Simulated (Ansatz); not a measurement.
Isolated molecules relaxed with PBE0-D4/def2-TZVP in Ansatz; ΔE leaves out vibrations. CCSD(T)/CBS adds triple-zeta CCSD(T) − MP2 to the extrapolated MP2 energy (def2 sets, frozen cores). Functionals use def2-TZVPP. B3LYP here is the variant with VWN-RPA as its local correlation; programs differ in this. For Ge outer-core shells are correlated without core-valence functions, which leaves a few kJ/mol of doubt a bond. Scalar relativity is left out up to krypton. One conformer a species, not always the lowest.

Consider the ligand exchange at the Si–C bond: `[SiH3][CH2][GeH2][SH]` + `C=CCS` → `C=CCS[SiH3]` + `[CH3][GeH2][SH]`.

| level | ΔE (kcal/mol) | difference from CCSD(T)/CBS |
| --- | --- | --- |
| PBE-D4 | -14.7 | -0.9 |
| r2SCAN-D4 | -15.0 | -1.2 |
| PBE0-D4 | -14.6 | -0.8 |
| B3LYP-D4 | -14.4 | -0.6 |
| ωB97X-V | -13.9 | -0.1 |
| ωB97M-V | -13.7 | 0.1 |
| B2PLYP | -14.1 | -0.3 |
| PBE | -14.5 | -0.7 |
| r2SCAN | -15.0 | -1.2 |
| PBE0 | -14.5 | -0.7 |
| B3LYP | -14.1 | -0.3 |
| HF/def2-TZVPP | -14.0 | -0.2 |
| MP2/def2-TZVPP | -14.2 | -0.4 |
| SCS-MP2/def2-TZVPP | -13.7 | 0.1 |
| CCSD/def2-TZVPP | -13.0 | 0.8 |
| CCSD(T)/def2-TZVPP | -13.2 | 0.6 |
| HF/def2-QZVPP | -14.0 | -0.2 |
| MP2/def2-QZVPP | -14.5 | -0.7 |
| SCS-MP2/def2-QZVPP | -14.1 | -0.3 |
| HF/CBS(def2) | -14.0 | -0.2 |
| MP2/CBS(def2) | -14.8 | -1.0 |
| CCSD/CBS(def2) | -13.6 | 0.2 |
| CCSD(T)/CBS | -13.8 | 0 |

Largest T1 diagnostic among the species: 0.011.
